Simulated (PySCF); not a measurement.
Compound: C3H10AlClO.
SMILES with atom numbers: `[CH3:1][CH2:2][O+:3]([CH3:4])[AlH2-:5][Cl:6]` (hydrogens: H7, H8, H9 on C1; H10, H11 on C2; H12, H13, H14 on C4; H15, H16 on Al5)

Geometry (GFN2-xTB, Å), atoms numbered from 1 in this order:
```xyz
16
C3H10AlClO angstrom
C      1.816   -0.656   -0.429
C      0.831   -0.421    0.708
O     -0.426    0.068    0.256
C     -1.247   -0.881   -0.395
Al    -1.144    1.831    0.206
Cl     0.215    3.007    1.178
H      1.500   -1.474   -1.071
H      2.790   -0.902   -0.017
H      1.904    0.250   -1.024
H      1.212    0.359    1.371
H      0.672   -1.340    1.286
H     -0.797   -1.229   -1.326
H     -2.179   -0.363   -0.618
H     -1.445   -1.731    0.264
H     -2.482    1.513    0.945
H     -1.230    1.978   -1.346
```

The closed-shell SCF was solved with PySCF and density fitting under several settings on one GFN2-xTB geometry (grid level 2 and gas phase unless stated).

```tsv
settings	basis functions	SCF cycles	E (Eh)	HOMO (eV)	LUMO (eV)	dipole (D)
PBE0/pcSseg-1	166	12	-897.7042	-7.27	0.72	6.27
PBE0/def2-SVPD	214	12	-897.4112	-7.25	0.20	6.07
PBE/6-31G	82	13	-897.5304	-5.99	0.04	6.56
PBE0/3-21G, energy threshold 1e-11 Eh	82	10	-893.1394	-7.24	1.11	6.89
LDA/cc-pVDZ	142	13	-894.0120	-5.86	-0.21	5.91
PBE0/3-21G	82	12	-893.1394	-7.24	1.11	6.89
```

Estimate the rows for these settings: (1) revPBE/pcSseg-1, grid level 4; (2) LC-wPBE/aug-pcSseg-1, IEF-PCM dichloromethane; (3) B3LYP/def2-SVPD, grid level 4.

| settings | basis functions | SCF cycles | E (Eh) | HOMO (eV) | LUMO (eV) | dipole (D) |
| --- | --- | --- | --- | --- | --- | --- |
| revPBE/pcSseg-1, grid level 4 | 166 | 14 | -897.9924 | -5.94 | 0.00 | 6.11 |
| LC-wPBE/aug-pcSseg-1, IEF-PCM dichloromethane | 260 | 12 | -897.9165 | -10.40 | 0.82 | 7.33 |
| B3LYP/def2-SVPD, grid level 4 | 214 | 12 | -897.9505 | -7.06 | -0.09 | 6.08 |

Over all rows, what range does the HOMO–LUMO gap span?

From 5.65 eV (LDA/cc-pVDZ) to 11.22 eV (LC-wPBE/aug-pcSseg-1, IEF-PCM dichloromethane). The functional of the narrowest has no exact exchange, that of the widest range-separated exact exchange.

And the dipole moment?

From 5.91 D (LDA/cc-pVDZ) to 7.33 D (LC-wPBE/aug-pcSseg-1, IEF-PCM dichloromethane); the largest is 1.24 times the smallest, and the median is 6.27 D.

Compare two rows with the functional PBE0: PBE0/pcSseg-1 and PBE0/3-21G, energy threshold 1e-11 Eh. Which energy is lower, and by how much?

PBE0/pcSseg-1 (166 functions) lies 4.5648 Eh or 2864 kcal/mol below PBE0/3-21G, energy threshold 1e-11 Eh (82 functions).

Cycle counts include a coarse-grid stage where the run had one. One conformer (not necessarily the lowest) at the GFN2-xTB geometry, without vibrations or thermal averaging.
